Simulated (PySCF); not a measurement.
# One molecule, several mistakes: AlBFH3N

These are calculations, not measurements. They come from PySCF 2.14.0, an open-source quantum chemistry program, on an isolated molecule that a program drew, which may never have been made. The molecule is AlBFH3N (charge 0, doublet), drawn as the SMILES string `[NH2][Al][BH]F`.

Each row is a Hartree-Fock (HF) and frozen-core CCSD(T) single point in the cc-pV(D+d)Z basis, meant for a local HF minimum. Run 1 is clean. Each other run has one planted mistake out of seven kinds, and not every kind appears here: one electron removed, one electron added, multiplicity raised by two, geometry at a saddle point, minimal basis STO-3G, one bond length entered in bohr, all coordinates scaled. The reference is restricted for singlets and unrestricted otherwise, and also for a bond in bohr. Adding or removing an electron swaps singlet and doublet. Electrons count all cores. HOMO and LUMO are orbital energies over both spins, the gradient is its largest component, and the lowest frequency (negative if imaginary) is given only where the gradient is small. Bond lengths are over the 6 bonds as drawn. T1 is the CCSD diagnostic: over 0.02 (restricted) or 0.045 (unrestricted) a single reference is doubtful.

Geometry of the clean run:
```xyz
7
AlBFH3N, angstrom
N    -1.3396   -0.0654    0.4171
Al   -0.5708    1.4289    0.9830
B     1.5139    1.4517    1.6103
F     2.4685    1.8260    0.7475
H    -0.8914   -0.9586    0.3187
H    -2.2969   -0.1450    0.1267
H     1.9001    1.2478    2.7362
```

```
run  electrons  basis functions  <S^2>  HOMO (eV)  LUMO (eV)  gradient (hartree/bohr)  lowest frequency (cm^-1)  mean bond (Å)  longest bond (Å)      T1  HF (hartree)  CCSD(T) (hartree)                     mistake
  1         37               80  0.781      -7.69       1.33                  1.3e-06                        62         1.4176             2.177  0.0200    -422.28096         -422.80829                    no fault
  2         37               80  0.781      -7.79       1.24                  1.7e-02                         -         1.4446             2.218  0.0205    -422.27873         -422.80854      all coordinates scaled
  3         37               80  3.760      -6.46      -1.17                  3.0e-02                         -         1.4176             2.177  0.0259    -422.15017         -422.66466  multiplicity raised by two
  4         38               80  0.000      -0.04       7.16                  4.1e-02                         -         1.4176             2.177  0.0202    -422.25426         -422.81420          one electron added
  5         37               80  1.431      -8.23       1.06                  1.8e-02                         -         1.5666             2.177  0.0553    -422.14916         -422.67522                           ?
```

**Which mistake was planted in run 5, and what did it cost?**

The mean bond changes by a factor of 1.105 and the longest by 1.000, so the molecule wasn't scaled as a whole. A length L in bohr read as angstrom grows by (1/0.5292 - 1) L = 0.890 L. The 6 bonds together grew by 6 x 0.1490 = 0.894 Å, which gives L = 1.005 Å. That is the length of one of the H-N bonds, 1.004 Å in the clean geometry. So the mistake is: one bond length entered in bohr. Subtracting run 1 and multiplying by 627.51 kcal/mol a hartree, the energy moved by 82.7 kcal/mol in HF and 83.5 kcal/mol in CCSD(T).

Cautions from the logs. Run 4: T1 is over the limit, so its CCSD(T) energy is less reliable; run 5: T1 is over the limit, so its CCSD(T) energy is less reliable.
